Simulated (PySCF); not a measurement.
## Static response to an electric field

C₄H₁₀Si.
Cartesian coordinates in Å at the PBE0-D3(BJ)/def2-SVP level; atoms count from 1:
```xyz
15
C4H10Si angstrom
C      2.784    0.371   -0.709
C      1.901   -0.138    0.151
C      0.544    0.426    0.438
C     -0.587   -0.539    0.062
Si    -2.317    0.126    0.412
H      2.567    1.284   -1.274
H      3.757   -0.098   -0.878
H      2.159   -1.058    0.693
H      0.472    0.666    1.514
H      0.423    1.381   -0.100
H     -0.471   -1.495    0.603
H     -0.523   -0.792   -1.010
H     -3.354   -0.873    0.008
H     -2.479    0.419    1.871
H     -2.553    1.393   -0.347
```

Level: PBE0/def2-SVPD (PySCF), static field, nuclei fixed, core orbitals frozen in the response. The polarisability tensor in these axes (au):

```
x   100.15   2.18  -9.95
y     2.18  70.08  -3.02
z    -9.95  -3.02  70.91
```

**Question.** Diagonalise the tensor; give its mean and Δα, where Δα² is half the sum of the squared differences of the eigenvalues.

**Answer.** Principal values 66.39, 71.27 and 103.47 au; mean 80.38 au = 11.91 Å³ = 13.25 × 10⁻⁴⁰ C²·m²/J; Δα = 34.90 au (43 % of the mean).

**Question.** What is the dipole moment, and where does it point?

**Answer.** (0.42, -0.32, -0.01) D, 0.53 D in size, pointing from the negative to the positive side. Measured along this direction, the outermost atoms are H15 at the negative end and H7 at the positive end.

**Question.** Orientational against electronic polarisability at 400 K (dilute gas, rigid molecules)?

**Answer.** In Gaussian units μ²/3kT = 1.70 Å³ against 11.91 Å³, a ratio of 0.14; the Debye molar polarisation (4π/3)N_A(α + μ²/3kT) is 34.3 cm³/mol, leaving out the vibrational part.

**Question.** Estimate the molar refractivity from the static electronic polarisability.

**Answer.** Lorentz–Lorenz: R = (4π/3)N_A α = 2.5225 cm³/(mol·Å³) × 11.91 Å³ = 30.0 cm³/mol, in the limit of long wavelengths.

**Question.** What would n − 1 = 2πNα be for an ideal gas of these molecules at 298.15 K and 1 atm, electronic part alone?

**Answer.** N = p/kT = 2.4615 × 10¹⁹ cm⁻³, so n − 1 = 2π × N × 11.91 × 10⁻²⁴ cm³ = 1842 × 10⁻⁶ at long wavelengths, for an ideal gas.

**Question.** Give the principal axes and the span of the nuclei along them.

**Answer.** Largest value along (0.95, 0.09, -0.30), where the nuclei span 7.09 Å; middle along (-0.23, 0.83, -0.50), 3.67 Å; least along (0.20, 0.54, 0.81), 3.05 Å. The response follows the extents in order.

Geometry: PBE0-D3(BJ)/def2-SVP, one conformer, isolated molecule.
